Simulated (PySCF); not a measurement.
H4S4Si, SMILES [Si](S)(S)(S)S (CAM-B3LYP/def2-SVP optimised geometry):

```
9

S      1.484    -1.115     0.000
Si    -0.654    -1.115     0.000
S     -1.251    -2.074    -1.816
S     -1.252    -2.074     1.816
S     -1.599     0.804     0.000
H      1.599    -0.644    -1.261
H     -2.565    -1.799    -1.665
H     -0.424    -3.131     1.666
H     -1.230     1.115     1.262
```

Method: PySCF with CAM-B3LYP/def2-TZVP.

Q: What are the frontier orbital energies and the dipole moment?

A: HOMO-2 -9.38 eV, HOMO-1 -8.91 eV, HOMO -8.91 eV, LUMO 0.59 eV, LUMO+1 1.14 eV; dipole moment 0.00 D.

On the same geometry PBE/def2-TZVP in PySCF gives HOMO-2 -6.85 eV, HOMO-1 -6.39 eV, HOMO -6.39 eV, LUMO -1.43 eV, LUMO+1 -0.76 eV; dipole moment 0.00 D.

Meta-Löwdin charges at CAM-B3LYP/def2-TZVP: S1 -0.29, Si2 0.72, S3 -0.29, S4 -0.29, S5 -0.29, H6 0.11, H7 0.11, H8 0.11, H9 0.11.
